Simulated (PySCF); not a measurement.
## La²⁺: excitation energy

La²⁺ [Xe] 5d1 (2D) → La²⁺ [Xe] 4f1 (2F), as a difference of total energies. All numbers are calculated (PySCF 2.14, a scalar-relativistic core potential, in def2-QZVPPD with the def2 core potential (46 electrons)). Correlated levels: valence: nothing frozen outside the core potential. The calculations carry no spin-orbit coupling.

```tsv
method	excitation energy (cm⁻¹)
UHF	85982
MP2 (valence)	85360
SCS-MP2 (valence)	85554
CCSD (valence)	85485
CCSD(T) (valence)	85164
```
